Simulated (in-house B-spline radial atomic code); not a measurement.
# KLI/ALDAx excitations of Mg III (Mg2+)

Method: KLI/ALDAx. Computed with a B-spline radial code for spherical atoms: linear response of the closed shell [He] 2s2 2p6 with the adiabatic LDA exchange kernel on the exchange-only KLI potential; non-relativistic, point nucleus, no spin-orbit coupling, no double excitations, S, P, D and F terms only. Only terms of natural parity with L up to 3 were computed.

Command:
```bash
python run_td.py task.json out
```
Settings (radii: box in bohr, nucleus in fm):
```
Z                        12
electrons                10
configuration            [He] 2s2 2p6
hamiltonian              nr
method                   kli
box_radius               29.48
intervals                72
```

Run time, properties included: 0.3 s on 1 thread of Arm Neoverse N1 (shared host).

The lowest states, in the order of their Tamm-Dancoff energies; the method's threshold (minus the highest occupied level) is 81.76 eV. Labels give the largest channel, * marks a mixed state, and oscillator strengths are full-response dipole values. Semilocal kernels can invert the small singlet-triplet splittings of Rydberg terms. Energies in eV:

| state | full response | Tamm-Dancoff | oscillator strength |
| --- | --- | --- | --- |
| 2p → 3s 3P | 53.43 | 53.45 | - |
| 2p → 3s 1P | 54.20 | 54.22 | 0.216 |
| 2p → 3p 3S | 58.77 | 58.81 | - |
| 2p → 3p 3D | 59.58 | 59.59 | - |
| 2p → 3p 1D | ? | ? | - |
| 2p → 3p 1S | 62.63 | 62.92 | - |
| 2p → 3d 3P | 66.57 | 66.57 | - |
| 2p → 3d 3F | 66.73 | 66.73 | - |
| 2p → 3d 1F | 66.91 | 66.91 | - |
| 2p → 3d 1P | 67.41 | 67.44 | 0.53 |
| 2p → 4s 3P | 69.05 | 69.05 | - |
| 2p → 4s 1P | 69.25 | 69.26 | 0.0362 |
| 2p → 4p 3S | 70.83 | 70.84 | - |
| 2p → 4p 3D | 71.05 | 71.05 | - |
| 2p → 4p 1D | 71.20 | 71.20 | - |
| 2p → 4p 1S | 72.04 | 72.14 | - |
| 2p → 4d 3P | 73.45 | 73.45 | - |
| 2p → 4d 3F | 73.51 | 73.51 | - |
| 2p → 4d 1F | 73.59 | 73.59 | - |
| 2p → 4d 1P | ? | ? | ? |
| 2p → 4f 3D | 73.98 | 73.98 | - |
| 2p → 4f 1D | 73.98 | 73.98 | - |

Q: Where does 2p → 4d 1P lie?

A: At 73.84 eV in full response, 73.85 eV in Tamm-Dancoff, oscillator strength 0.218.

Q: Where does 2p → 3p 1D lie?

A: At 60.09 eV in full response, 60.09 eV in Tamm-Dancoff.

Q: How large is the singlet-triplet splitting of 2p → 3s (P terms) in Tamm-Dancoff?

A: 0.772 eV, from the unrounded values.

Q: What polarisabilities and dispersion coefficient does the method give?

A: Dipole 0.4733 bohr³, quadrupole 0.5245 bohr⁵, C6 0.5637 hartree·bohr⁶ for two such species.
